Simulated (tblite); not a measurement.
A geometry optimisation, step by step.

C₅H₁₀Si.
Numbering: `[CH2:1]=[CH:2][C@@H:3]1[SiH2:4][C@H:5]1[CH3:6]` (hydrogens: H7, H8 on C1; H9 on C2; H10 on C3; H11, H12 on Si4; H13 on C5; H14, H15, H16 on C6)

Computed with GFN2-xTB (tblite), gas phase: L-BFGS steps from a force-field or distance-geometry start until the largest atomic force falls under 0.01 eV/Å. 8 of its 129 geometries are shown.

Step 0: E = -474.2070 eV, largest atomic force 2.741 eV/Å
```
atom  x, y, z in Å  |  force x, y, z in eV/Å
C1      2.402   -0.392    0.753   -1.044   1.187  -0.345
C2      1.552    0.608    0.413    2.260  -1.253   0.913
C3      0.355    0.441   -0.381   -0.865   1.042   0.018
Si4    -1.205    1.456    0.131    0.400   1.992  -0.150
C5     -0.809   -0.333    0.173   -0.371  -1.176   0.065
C6     -1.552   -1.273   -0.724   -0.076  -0.789  -0.013
H7      2.200   -1.407    0.435    0.143   0.134   0.128
H8      3.289   -0.195    1.348   -0.311  -0.195  -0.201
H9      1.820    1.606    0.758   -0.104  -0.051  -0.149
H10     0.489    0.486   -1.453    0.111  -0.561  -0.056
H11    -1.779    2.050   -1.091   -0.079  -0.167   0.506
H12    -0.834    2.306    1.291   -0.436  -0.350  -0.427
H13    -0.717   -0.754    1.169    0.442  -0.041  -0.023
H14    -1.001   -2.223   -0.791   -0.213   0.149  -0.051
H15    -2.545   -1.478   -0.312    0.112  -0.070  -0.106
H16    -1.674   -0.890   -1.729    0.030   0.149  -0.110
```

Step 18: E = -474.5720 eV, largest atomic force 0.101 eV/Å
```
atom  x, y, z in Å  |  force x, y, z in eV/Å
C1      2.385   -0.415    0.745   -0.011   0.021  -0.004
C2      1.614    0.604    0.411   -0.023  -0.029   0.036
C3      0.366    0.498   -0.388    0.007   0.093  -0.039
Si4    -1.125    1.564    0.061   -0.033   0.000   0.005
C5     -0.822   -0.298    0.185    0.002   0.029   0.036
C6     -1.528   -1.274   -0.722    0.004   0.009  -0.004
H7      2.166   -1.426    0.444   -0.043   0.003  -0.013
H8      3.275   -0.275    1.333    0.041  -0.037   0.020
H9      1.879    1.603    0.742    0.045  -0.043  -0.014
H10     0.567    0.281   -1.433   -0.025   0.018  -0.012
H11    -1.973    2.099   -0.986   -0.018  -0.042  -0.042
H12    -1.040    2.335    1.287    0.014   0.015   0.016
H13    -0.633   -0.719    1.167    0.008   0.015   0.044
H14    -0.969   -2.206   -0.805    0.016  -0.016  -0.010
H15    -2.519   -1.504   -0.333   -0.008  -0.054   0.022
H16    -1.651   -0.858   -1.718    0.025   0.018  -0.043
```

Step 37: E = -474.5904 eV, largest atomic force 0.059 eV/Å
```
atom  x, y, z in Å  |  force x, y, z in eV/Å
C1      2.325   -0.468    0.729   -0.020   0.025  -0.012
C2      1.625    0.607    0.408    0.001   0.000   0.017
C3      0.360    0.557   -0.366    0.010   0.011  -0.015
Si4    -1.159    1.589    0.073   -0.022   0.011  -0.011
C5     -0.812   -0.263    0.207    0.029   0.022   0.015
C6     -1.466   -1.268   -0.707    0.013  -0.006   0.010
H7      2.006   -1.453    0.433   -0.005  -0.019   0.011
H8      3.243   -0.409    1.290    0.003  -0.006   0.016
H9      1.970    1.587    0.717    0.024   0.003  -0.014
H10     0.544    0.364   -1.421   -0.028   0.007   0.015
H11    -2.026    2.004   -1.016    0.019   0.041   0.013
H12    -1.112    2.412    1.268   -0.008  -0.026  -0.013
H13    -0.614   -0.671    1.194    0.015   0.003   0.004
H14    -0.844   -2.157   -0.804    0.022  -0.052  -0.018
H15    -2.435   -1.574   -0.317   -0.031  -0.017   0.008
H16    -1.611   -0.846   -1.698   -0.025   0.002  -0.026
```

Step 55: E = -474.6002 eV, largest atomic force 0.059 eV/Å
```
atom  x, y, z in Å  |  force x, y, z in eV/Å
C1      2.258   -0.492    0.754   -0.019   0.029   0.008
C2      1.639    0.611    0.367    0.029  -0.017  -0.032
C3      0.358    0.602   -0.381    0.003  -0.022   0.004
Si4    -1.173    1.603    0.087   -0.014   0.026  -0.004
C5     -0.800   -0.246    0.178    0.034   0.004   0.026
C6     -1.423   -1.300   -0.702   -0.005   0.009  -0.009
H7      1.856   -1.467    0.532   -0.020   0.001   0.036
H8      3.186   -0.473    1.298    0.014   0.016   0.003
H9      2.074    1.580    0.584    0.000  -0.012  -0.014
H10     0.519    0.470   -1.450   -0.021  -0.003   0.034
H11    -1.976    2.111   -1.011   -0.023  -0.007   0.001
H12    -1.193    2.350    1.330    0.019   0.012   0.007
H13    -0.591   -0.624    1.174    0.018  -0.035   0.016
H14    -0.747   -2.147   -0.821    0.026  -0.013  -0.031
H15    -2.348   -1.671   -0.266   -0.039   0.008   0.014
H16    -1.646   -0.898   -1.686    0.000   0.005  -0.059
```

Step 73: E = -474.6802 eV, largest atomic force 0.170 eV/Å
```
atom  x, y, z in Å  |  force x, y, z in eV/Å
C1      2.185   -0.331    1.022    0.090  -0.084  -0.044
C2      1.684    0.558    0.177    0.025   0.082   0.111
C3      0.348    0.534   -0.440    0.093  -0.014   0.011
Si4    -1.137    1.516    0.234    0.112  -0.087  -0.027
C5     -0.778   -0.338    0.119   -0.068  -0.030  -0.058
C6     -1.462   -1.292   -0.836   -0.044  -0.025  -0.020
H7      1.661   -1.227    1.318   -0.074   0.112  -0.019
H8      3.185   -0.238    1.417   -0.062   0.062  -0.006
H9      2.288    1.418   -0.104   -0.018  -0.113  -0.012
H10     0.431    0.524   -1.524   -0.092   0.017  -0.005
H11    -2.013    2.151   -0.732   -0.026  -0.016  -0.024
H12    -0.967    2.169    1.517   -0.031  -0.009   0.029
H13    -0.533   -0.816    1.062    0.015  -0.024  -0.031
H14    -0.804   -2.141   -1.052   -0.098   0.138  -0.013
H15    -2.389   -1.685   -0.412    0.103   0.058  -0.007
H16    -1.708   -0.794   -1.777    0.073  -0.067   0.116
```

Step 91: E = -474.7405 eV, largest atomic force 0.083 eV/Å
```
atom  x, y, z in Å  |  force x, y, z in eV/Å
C1      2.134   -0.027    1.218    0.014  -0.016  -0.073
C2      1.745    0.425    0.032   -0.010   0.041   0.049
C3      0.382    0.445   -0.498   -0.033  -0.024   0.055
Si4    -1.039    1.371    0.385   -0.011  -0.007   0.006
C5     -0.731   -0.457    0.061   -0.053  -0.030   0.009
C6     -1.531   -1.244   -0.950   -0.003   0.013  -0.034
H7      1.456   -0.488    1.917    0.003   0.051   0.003
H8      3.165    0.032    1.521   -0.018  -0.039   0.027
H9      2.490    0.869   -0.622   -0.050  -0.012   0.018
H10     0.353    0.529   -1.578    0.047  -0.009  -0.068
H11    -1.987    2.065   -0.470   -0.003  -0.005   0.005
H12    -0.820    1.909    1.713    0.042  -0.018  -0.010
H13    -0.428   -1.082    0.894    0.044   0.043   0.023
H14    -0.961   -2.105   -1.300   -0.005  -0.023   0.011
H15    -2.468   -1.604   -0.522    0.069   0.001   0.020
H16    -1.770   -0.629   -1.813   -0.032   0.036  -0.043
```

Step 110: E = -474.7483 eV, largest atomic force 0.027 eV/Å
```
atom  x, y, z in Å  |  force x, y, z in eV/Å
C1      2.096    0.030    1.246   -0.002   0.011  -0.012
C2      1.743    0.401    0.021   -0.007  -0.021   0.004
C3      0.384    0.450   -0.517   -0.011   0.009   0.010
Si4    -1.026    1.353    0.403   -0.006   0.006  -0.002
C5     -0.720   -0.466    0.039   -0.006  -0.009   0.013
C6     -1.530   -1.243   -0.971   -0.003  -0.005   0.004
H7      1.376   -0.285    1.982    0.005  -0.002   0.002
H8      3.127    0.024    1.557   -0.016   0.001   0.002
H9      2.516    0.718   -0.669    0.015   0.014  -0.007
H10     0.364    0.542   -1.598    0.010  -0.018  -0.017
H11    -2.012    2.054   -0.402    0.012  -0.003   0.004
H12    -0.733    1.861    1.728    0.000   0.004   0.007
H13    -0.386   -1.098    0.856   -0.003   0.000   0.000
H14    -0.949   -2.079   -1.363    0.005   0.011  -0.018
H15    -2.434   -1.645   -0.516    0.003   0.001   0.007
H16    -1.823   -0.609   -1.806    0.006   0.002   0.004
```

Step 128: E = -474.7491 eV, largest atomic force 0.010 eV/Å
```
atom  x, y, z in Å  |  force x, y, z in eV/Å
C1      2.090    0.034    1.247    0.003   0.000   0.004
C2      1.742    0.400    0.020   -0.001   0.004   0.001
C3      0.384    0.441   -0.520   -0.001   0.004   0.001
Si4    -1.020    1.352    0.402    0.001   0.004  -0.009
C5     -0.721   -0.469    0.044    0.002  -0.003  -0.002
C6     -1.532   -1.241   -0.971    0.001  -0.003  -0.002
H7      1.368   -0.287    1.979    0.002  -0.002   0.005
H8      3.117    0.038    1.567    0.003  -0.001  -0.003
H9      2.515    0.726   -0.667    0.000  -0.003   0.004
H10     0.365    0.519   -1.603    0.001   0.001  -0.002
H11    -2.004    2.058   -0.401    0.001  -0.004   0.002
H12    -0.713    1.862    1.723   -0.004   0.006   0.003
H13    -0.390   -1.104    0.859   -0.001   0.001  -0.002
H14    -0.942   -2.059   -1.385   -0.004  -0.002  -0.008
H15    -2.425   -1.665   -0.514    0.001   0.000   0.004
H16    -1.842   -0.597   -1.792   -0.005   0.000   0.004
```

Problem. Summarise the path.

Solution. The energy falls by 0.5421 eV from step 0 to step 128; nine tenths of that is first reached at step 77. It rises by more than 0.2 meV at step 68. The largest force goes from 2.741 to 0.010 eV/Å. Among the bonds Si4–C5 changes most, from 1.833 to 1.880 Å; the atoms move by 0.812 Å rms after alignment.

What follows is the cost of the whole relaxation. Time: 1.3 s. Hardware: Arm Neoverse N1, one thread, on a shared host.
